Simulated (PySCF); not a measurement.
A calculated (UHF, PySCF 2.14, aug-cc-pV(D+d)Z, no relativity, point nucleus) atom or ion has these occupied shells.

| shell | electrons | orbital energy (eV) | rms radius, mean of both spins (bohr) |
| --- | --- | --- | --- |
| 1s α | 1 | -3278.3 | 0.0998 |
| 1s β | 1 | -3277.0 | 0.0998 |
| 2s α | 1 | -384.10 | 0.448 |
| 2s β | 1 | -382.76 | 0.448 |
| 2p α | 3 | -309.69 | 0.417 |
| 2p β | 3 | -307.30 | 0.417 |
| 3s α | 1 | -79.862 | 1.40 |
| 3s β | 1 | -67.438 | 1.40 |
| 3p α | 3 | -59.234 | 1.50 |

(1) Name the element and its charge.

Answers

(1) Ar³⁺ (argon, charge +3), in [Ne] 3s2 3p3, high-spin 4S determinant.
